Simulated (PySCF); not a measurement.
# One molecule, many functionals

Species: trimethyl arsine, C₃H₉As.
SMILES: `C[As](C)C`

Linear-response calculations in the def2-SVPD basis (PySCF; singlets by full response, triplets Tamm–Dancoff, core orbitals frozen in the response; HF means time-dependent Hartree–Fock). 'Strongest' is the level of largest summed f among the singlets computed (10 roots, of which the last may lack a degenerate partner); it can jump between rows when another state enters that window. S1 is the lowest singlet of each run and needn't be the same state throughout; f(S1) is that of one state. Geometry: PBE0-D3(BJ)/def2-SVP; no solvent, vibrations or thermal averaging. The LDA/def2-SVPD calculation is non-relativistic and has no spin–orbit coupling, an omission that weighs most on arsenic.

```
functional                               kind  S1 (eV)  f(S1)  strongest (eV)  T1 (eV)  HOMO (eV)  gap (eV)  ionisation energy, ΔSCF (eV)
       LDA                                LDA     5.57  0.003            6.63     5.28      -5.55      5.51                          8.67
       PBE                                GGA     5.58  0.005            6.68     5.17      -5.44      5.51                          8.49
     B3LYP  global hybrid, 20% exact exchange     6.00  0.002            6.94     5.33      -6.34      6.80                          8.64
      PBE0  global hybrid, 25% exact exchange     6.21  0.001            7.11     5.32      -6.50      7.25                          8.55
 BHandHLYP  global hybrid, 50% exact exchange     6.57  0.147            7.38     5.45      -7.48      8.71                          8.55
 CAM-B3LYP             range-separated hybrid     6.47  0.014            7.26     5.43      -7.80      9.19                          8.68
   wB97X-D             range-separated hybrid     6.56  0.145            7.40     5.57      -8.29     10.69                          8.63
   LC-wPBE             range-separated hybrid     6.80  0.147            6.80     5.48      -9.06     11.56                          8.66
        HF                       Hartree–Fock     6.96  0.196            6.96     5.31      -8.92     11.70                   not settled
```

S1 runs from 5.57 eV (LDA) to 6.96 eV (HF), a spread of 1.39 eV, while the orbital gap spreads over 6.2 eV. Along PBE (0%), B3LYP (20%), PBE0 (25%), BHandHLYP (50%), HF (100%) S1 rises with the share of exact exchange. −ε(HOMO) comes closest to its own ΔSCF ionisation energy with wB97X-D (-0.33 eV) and misses most with LDA (-3.11 eV). 'Not settled' means that the ion's SCF failed to converge or may have ended in another state than the lowest.
